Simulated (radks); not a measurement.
Polarisabilities and homonuclear dispersion coefficients (atomic units). Method: scalar-relativistic Kohn-Sham, LB94 model potential, spin-unpolarised, spherical densities, finite nucleus; Fermi nuclear charge, rms radius of each element as measured or else 0.836 A^(1/3) + 0.57 fm; computed with a radial shooting solver on a logarithmic mesh with Libxc functionals. Response by self-consistent Sternheimer equations with the Hartree and adiabatic LDA kernel, the relativistic mass of each level held fixed and spin-orbit coupling left out. "Uncoupled" leaves out the induced potential. Quadrupole and octupole values are given only where no p, d or f shell is open.

species,configuration,alpha1 (bohr^3),"alpha1, uncoupled",alpha2 (bohr^5),alpha3 (bohr^7),C6,C8,recommended alpha1
Be,[He] 2s2,42.85,81.52,342.3,5033,250.1,12410,37.74 +/- 0.03
B+,[He] 2s2,10.92,21.28,29.56,178.0,28.81,539.3,-
C2+,[He] 2s2,4.347,8.510,5.477,18.02,6.483,61.15,-
N3+,[He] 2s2,2.160,4.227,1.496,3.108,2.057,11.35,-
O4+,[He] 2s2,1.227,2.397,0.5191,0.7426,0.8069,2.857,-
F5+,[He] 2s2,0.7628,1.486,0.2118,0.2215,0.3660,0.8863,-
Ne6+,[He] 2s2,0.5058,0.9824,0.09733,0.07764,0.1845,0.3202,-
Mg8+,[He] 2s2,0.2547,0.4912,0.02642,0.01342,0.05866,0.05790,-

Recommended values: Schwerdtfeger and Nagle, table of static dipole polarisabilities (2023 update), measured or computed.
